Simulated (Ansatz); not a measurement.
Coupled-cluster diagnostics for Si₄Cl₂, Ansatz.

Geometry of the singlet (B3LYP-D4/def2-SVP):

```
atom    x (Å)    y (Å)    z (Å)
 Si1   0.4785  -0.6342  -1.8472
 Si2  -1.1333   1.6229   0.1120
 Si3  -0.4369   0.2660   1.9462
 Si4   0.7749   1.5567  -0.9520
 Cl5  -1.5095  -1.4006   1.0937
 Cl6   1.8263  -1.4108  -0.3526
```

Correlated methods freeze 30 core orbitals. Another isomer (singlet) lies 1.28 eV lower at PBE0-D4/def2-TZVP; other spin states weren't run for this one.

(1) Estimate the CCSD(T) correlation energy, the shares of MP2 and (T), T1 and the reference's ⟨S²⟩ for: charge 0, singlet, own geometry in def2-TZVPP; and the rough time on 4 threads of Arm Neoverse N1 on a shared host.

Answers

(1) 
| state | basis | correlation (eV) | MP2 share (%) | (T) share (%) | T1 | ⟨S²⟩ (pure) | wall time | remarks |
| --- | --- | --- | --- | --- | --- | --- | --- | --- |
| charge 0, singlet, own geometry | def2-TZVPP | -24.655 | 86.6 | 6.0 | 0.034 | 0.00 (0.00) | 3.4 min | large T1, restricted SCF unstable |
Customary marks for T1 are 0.02 (closed shells), 0.045 (open shells) and about 0.05 (3d metals). T1 exceeds 0.02 in 1 of 1 rows and 0.045 in 0; the higher it lies, the less the single-reference result can be trusted.
